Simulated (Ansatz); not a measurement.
`S[SiH2][GeH3]`, charge 0, multiplicity 1.

Task: Give a relaxed structure at PBE0-D4/def2-TZVP (Ansatz 0.2.0). (Best estimate.)

Result: Ansatz gave: 
```xyz
9

S     0.234   -1.202   -2.117
Si    0.986   -0.100   -0.439
Ge   -0.795    0.691    0.924
H    -0.481   -2.064   -1.374
H     1.930   -0.919    0.369
H     1.735    1.028   -1.048
H    -0.267    1.405    2.180
H    -1.659   -0.502    1.373
H    -1.682    1.663    0.132
```
This is one stationary point; other conformers may exist.
